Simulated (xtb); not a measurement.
C2H8Si, singlet, from a rough starting geometry; GFN2-xTB (xtb).

Input for xtb:
```
$ xtb mol.xyz --gfn 2 --opt vtight --json

# file mol.xyz
11

Si     0.05338064    -0.60127974    -0.47827683
C      1.48340567     0.62160997    -0.02595388
C     -1.53181944    -0.13893771     0.48573336
H      0.38342322    -2.00169321    -0.12957029
H     -0.19670284    -0.49695284    -1.95789607
H      1.22331007     1.62425510    -0.23152947
H      2.35147456     0.32797406    -0.57701024
H      1.71418210     0.55735372     1.00135752
H     -2.28054374    -0.72337348     0.22620814
H     -1.81768898     0.96523831     0.25422749
H     -1.35957407    -0.15282980     1.57043970
```

Question: What does xtb print? Leave out banner, timings and long lists.

Answer: 
```
   ID    Z sym.   atoms
    1   14 Si     1
    2    6 C      2, 3
    3    1 H      4-11

           -------------------------------------------------
          |                Calculation Setup                |
           -------------------------------------------------

           -------------------------------------------------
          |                 G F N 2 - x T B                 |
           -------------------------------------------------

          ...................................................
          :                      SETUP                      :
          :.................................................:
          :  # basis functions                  26          :
          :  # atomic orbitals                  25          :
          :  # shells                           15          :
          :  # electrons                        20          :
          :  max. iterations                   250          :
          :  Hamiltonian                  GFN2-xTB          :
          :  restarted?                      false          :
          :  GBSA solvation                  false          :
          :  PC potential                    false          :
          :  electronic temp.          300.0000000     K    :
          :  accuracy                    1.0000000          :
          :  -> integral cutoff          0.2500000E+02      :
          :  -> integral neglect         0.1000000E-07      :
          :  -> SCF convergence          0.1000000E-05 Eh   :
          :  -> wf. convergence          0.1000000E-03 e    :
          :  Broyden damping             0.4000000          :
          :  net charge                          0          :
          :  unpaired electrons                  0          :
          ...................................................

 iter      E             dE          RMSdq      gap      omega  full diag
   1    -10.1463067 -0.101463E+02  0.495E+00    7.00       0.0  T
   2    -10.2186506 -0.723438E-01  0.181E+00    6.03       1.0  T
   3    -10.2200489 -0.139832E-02  0.208E+00    6.58       1.0  T
   4    -10.2230545 -0.300565E-02  0.134E+00    6.48       1.0  T
   5    -10.2237267 -0.672209E-03  0.522E-01    6.40       1.0  T
   6    -10.2239704 -0.243633E-03  0.634E-02    6.30       1.0  T
   7    -10.2239699  0.426669E-06  0.353E-02    6.30       1.0  T
   8    -10.2239713 -0.133163E-05  0.644E-03    6.29       4.7  T
   9    -10.2239713  0.328255E-08  0.400E-03    6.29       7.5  T
  10    -10.2239713 -0.374764E-07  0.689E-04    6.29      43.7  T
  11    -10.2239713 -0.292617E-09  0.631E-04    6.29      47.7  T

   *** convergence criteria satisfied after 11 iterations ***

         :::::::::::::::::::::::::::::::::::::::::::::::::::::
         ::                     SUMMARY                     ::
         :::::::::::::::::::::::::::::::::::::::::::::::::::::
         :: total energy             -10.062442575898 Eh    ::
         :: gradient norm              0.149811244285 Eh/a0 ::
         :: HOMO-LUMO gap              6.291023548335 eV    ::
         ::.................................................::
         :: SCC energy               -10.223966486274 Eh    ::
         :: -> isotropic ES            0.016219357373 Eh    ::
         :: -> anisotropic ES          0.004752321057 Eh    ::
         :: -> anisotropic XC          0.005754402658 Eh    ::
         :: -> dispersion             -0.004940157833 Eh    ::
         :: repulsion energy           0.161523910375 Eh    ::
         :: add. restraining           0.000000000000 Eh    ::
         :: total charge              -0.000000000000 e     ::
         :::::::::::::::::::::::::::::::::::::::::::::::::::::

      -----------------------------------------------------------
     |                   =====================                   |
     |                        A N C O P T                        |
     |                   =====================                   |
     |               Approximate Normal Coordinate               |
     |                Rational Function Optimizer                |
      -----------------------------------------------------------
      -----------------------------------------------------------
     |                   =====================                   |
     |                        A N C O P T                        |
     |                   =====================                   |
     |               Approximate Normal Coordinate               |
     |                Rational Function Optimizer                |
      -----------------------------------------------------------

          ...................................................
          :                      SETUP                      :
          :.................................................:
          :   optimization level         verytight          :
          :   max. optcycles                   220          :
          :   ANC micro-cycles                  20          :
          :   degrees of freedom                27          :
          :.................................................:
          :   RF solver                   davidson          :
          :   write xtbopt.log                true          :
          :   linear?                        false          :
          :   energy convergence         0.1000000E-06 Eh   :
          :   grad. convergence          0.2000000E-03 Eh/α :
          :   maxmium RF displ.          1.0000000          :
          :   Hlow (freq-cutoff)         0.1000000E-01      :
          :   Hmax (freq-cutoff)         5.0000000          :
          :   S6 in model hess.         20.0000000          :
          ...................................................

generating ANC from exact Hessian ...
Using Lindh-Hessian (1995)
 Shifting diagonal of input Hessian by    6.3521553794159899E-003
 Lowest  eigenvalues of input Hessian
    0.000000    0.000000    0.000000    0.000000    0.000000    0.000000
[...]
 * total energy  :   -10.0624426 Eh     change       -0.1581704E-08 Eh
 * total energy  :   -10.0743803 Eh     change       -0.1193768E-01 Eh
 * total energy  :   -10.0755034 Eh     change       -0.1123176E-02 Eh
 * total energy  :   -10.0755417 Eh     change       -0.3829830E-04 Eh
 * total energy  :   -10.0755431 Eh     change       -0.1321893E-05 Eh
 * total energy  :   -10.0755453 Eh     change       -0.2230879E-05 Eh
 * total energy  :   -10.0755456 Eh     change       -0.2776151E-06 Eh
 * total energy  :   -10.0755458 Eh     change       -0.2325343E-06 Eh
 * total energy  :   -10.0755460 Eh     change       -0.2003749E-06 Eh
 * total energy  :   -10.0755461 Eh     change       -0.1415869E-06 Eh
 * total energy  :   -10.0755462 Eh     change       -0.1097204E-06 Eh
 * total energy  :   -10.0755463 Eh     change       -0.8225629E-07 Eh
   *** GEOMETRY OPTIMIZATION CONVERGED AFTER 12 ITERATIONS ***
[...]

         :::::::::::::::::::::::::::::::::::::::::::::::::::::
         ::                     SUMMARY                     ::
         :::::::::::::::::::::::::::::::::::::::::::::::::::::
         :: total energy             -10.075546327523 Eh    ::
         :: gradient norm              0.000020326919 Eh/a0 ::
         :: HOMO-LUMO gap              6.465958447947 eV    ::
         ::.................................................::
         :: SCC energy               -10.221643979112 Eh    ::
         :: -> isotropic ES            0.016059149303 Eh    ::
         :: -> anisotropic ES          0.005008572119 Eh    ::
         :: -> anisotropic XC          0.006088347529 Eh    ::
         :: -> dispersion             -0.004946981000 Eh    ::
         :: repulsion energy           0.146097651589 Eh    ::
         :: add. restraining           0.000000000000 Eh    ::
         :: total charge               0.000000000000 e     ::
         :::::::::::::::::::::::::::::::::::::::::::::::::::::

           -------------------------------------------------
          |                Property Printout                |
           -------------------------------------------------

    * Orbital Energies and Occupations

         #    Occupation            Energy/Eh            Energy/eV
      -------------------------------------------------------------
         1        2.0000           -0.7175722             -19.5261
         2        2.0000           -0.5671263             -15.4323
         3        2.0000           -0.5492518             -14.9459
         4        2.0000           -0.4666876             -12.6992
         5        2.0000           -0.4657035             -12.6724
         6        2.0000           -0.4592973             -12.4981
         7        2.0000           -0.4585847             -12.4787
         8        2.0000           -0.4172335             -11.3535
         9        2.0000           -0.4050721             -11.0226
        10        2.0000           -0.3966937             -10.7946 (HOMO)
        11                         -0.1590741              -4.3286 (LUMO)
        12                         -0.1545866              -4.2065
        13                         -0.1460510              -3.9742
        14                         -0.0533064              -1.4505
        15                         -0.0468128              -1.2738
        16                          0.1560024               4.2450
        17                          0.2030339               5.5248
        18                          0.2157000               5.8695
        19                          0.2243517               6.1049
        20                          0.2383198               6.4850
        21                          0.2455325               6.6813
       ...                                ...                  ...
        25                          0.7183779              19.5481
      -------------------------------------------------------------
                  HL-Gap            0.2376196 Eh            6.4660 eV
             Fermi-level           -0.2778839 Eh           -7.5616 eV

     #   Z          covCN         q      C6AA      α(0)
     1  14 Si       3.583     0.449    99.643    19.188
     2   6 C        3.650    -0.199    24.806     7.154
     3   6 C        3.650    -0.199    24.806     7.154
     4   1 H        0.917    -0.096     5.417     3.640
     5   1 H        0.917    -0.096     5.417     3.640
     6   1 H        0.925     0.026     2.643     2.542
     7   1 H        0.925     0.019     2.755     2.596
     8   1 H        0.925     0.026     2.643     2.542
     9   1 H        0.925     0.019     2.755     2.596
    10   1 H        0.925     0.026     2.643     2.542
    11   1 H        0.925     0.026     2.643     2.542

 Mol. C6AA /au·bohr⁶  :       1168.108739
 Mol. C8AA /au·bohr⁸  :      34850.899181
 Mol. α(0) /au        :         56.137667

Wiberg/Mayer (AO) data.
largest (>0.10) Wiberg bond orders for each atom

 ---------------------------------------------------------------------------
     #   Z sym  total        # sym  WBO       # sym  WBO       # sym  WBO
 ---------------------------------------------------------------------------
     1  14 Si   3.651 --     2 C    0.914     3 C    0.914     5 H    0.892
                             4 H    0.892
     2   6 C    3.977 --     7 H    0.994     8 H    0.989     6 H    0.989
                             1 Si   0.914
     3   6 C    3.977 --     9 H    0.994    11 H    0.989    10 H    0.989
                             1 Si   0.914
     4   1 H    0.991 --     1 Si   0.892
     5   1 H    0.991 --     1 Si   0.892
     6   1 H    0.999 --     2 C    0.989
     7   1 H    1.000 --     2 C    0.994
     8   1 H    0.999 --     2 C    0.989
     9   1 H    1.000 --     3 C    0.994
    10   1 H    0.999 --     3 C    0.989
    11   1 H    0.999 --     3 C    0.989
 ---------------------------------------------------------------------------

Topologies differ in total number of bonds
Writing topology from bond orders to xtbtopo.mol

molecular dipole:
                 x           y           z       tot (Debye)
 q only:        0.009      -0.107      -0.091
   full:       -0.011       0.135       0.116       0.453
molecular quadrupole (traceless):
                xx          xy          yy          xz          yz          zz
 q only:       -0.904      -0.318       0.447       0.232       0.088       0.458
  q+dip:       -0.436      -0.239       0.102       0.274      -0.549       0.334
   full:        0.295       0.062      -0.200       0.002      -0.312      -0.095

optimized geometry written to: xtbopt.xyz

           -------------------------------------------------
          | TOTAL ENERGY              -10.075546327523 Eh   |
          | GRADIENT NORM               0.000020326919 Eh/α |
          | HOMO-LUMO GAP               6.465958447947 eV   |
           -------------------------------------------------
```
